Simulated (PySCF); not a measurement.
## How methods differ on the ionisation energy of Bi²⁺

Bi²⁺ [Xe] 4f14 5d10 6s2 6p1 (2P) → Bi³⁺ [Xe] 4f14 5d10 6s2 (1S), as a difference of total energies. Computed with PySCF 2.14 in def2-SVP with the def2 core potential (60 electrons), with a scalar-relativistic core potential. Correlated levels: valence: 5s2 5p6 5d10 frozen. The calculations carry no spin-orbit coupling.

```csv
method,ionisation energy (eV),difference from reference (eV)
UHF,22.996,-2.575
B3LYP,23.743,-1.828
MN15,23.730,-1.841
MP2 (valence),23.107,-2.464
SCS-MP2 (valence),23.091,-2.480
CCSD (valence),23.159,-2.412
CCSD(T) (valence),23.163,-2.408
```

Reference: 25.571 eV (measured; NIST Atomic Spectra Database, ionization energies).

The reference lies between the lowest fine-structure levels, while these numbers refer to the centres of the terms.

Errors of the correlated levels include the incompleteness of this basis and the frozen core.
